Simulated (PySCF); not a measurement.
**Correlation energy of Zr⁺ (zirconium, charge +1)**

[Kr] 4d2 5s1, high-spin 4F determinant. Computed with PySCF 2.14 in def2-SVP with the def2 core potential (28 electrons) (5s3p2d1f, 31 functions), with a scalar-relativistic core potential. Frozen: 4s2 4p6; 3 electrons correlated.

MP2 pair energies summed by pair of shells (mhartree):

| pair | energy | share (%) |
| --- | --- | --- |
| 4d-5s | -5.99 | 73.7 |
| 4d-4d | -2.14 | 26.3 |

Total MP2 correlation energy: -8.13 mhartree.

Same-spin part -8.13 and opposite-spin part 0.00 mhartree; SCS-MP2 scales them by 1/3 and 6/5 to -2.71 mhartree.
